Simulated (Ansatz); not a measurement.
LiNbO3, relaxed as a singlet with RKS B3LYP-D4/def2-TZVP in Ansatz, starting from the GFN2-xTB geometry. Force threshold 0.02 eV/Å.

In the def2 sets Nb takes a core potential; there is no spin–orbit coupling. The structure holds one bond between oxygen atoms, so isomers without such links may lie far lower. The restricted singlet is unstable towards broken spin symmetry in Hartree–Fock (as tested in another run); at B3LYP-D4/def2-TZVP this wasn't settled. The relaxation made no stability test and no search for a lower SCF solution. No other spin state of charge 0 was run. Another isomer (triplet) lies 1.42 eV lower at PBE0-D4/def2-TZVP; other spin states weren't run for this one.

Start:

```xyz
5

Li    2.281   -0.011   -0.143
Nb   -1.044    0.005    0.066
O    -2.703    0.015    0.172
O     0.762   -0.539    0.444
O     0.705    0.530   -0.539
```

Task: Estimate the energy that the relaxation releases and the steps that it takes.

Result: 0.73 eV, in 5 steps; 6.5 s on 4 threads of Arm Neoverse V2 on a shared host. No frequencies were taken in this run, so the end may be a saddle point.

Task: Does the start keep its bonding and symmetry?

Result: By distances, no bond broke or formed. The bond that changes most is Nb2–O4, from 1.92 to 2.10 Å (atoms count from 1). Point group C2v at the start, C2v at the end, both within 0.05 Å.

Task: Predict the relaxed structure.

Result: 
```xyz
5

Li    2.398   -0.011   -0.150
Nb   -1.142    0.006    0.072
O    -2.870    0.016    0.183
O     0.837   -0.569    0.466
O     0.777    0.559   -0.571
```
Bond lengths (bridged metal pairs left out): 3 × Nb–O 1.73 to 2.10 Å; 2 × Li–O 1.77 Å; 1 × O–O 1.53 Å.
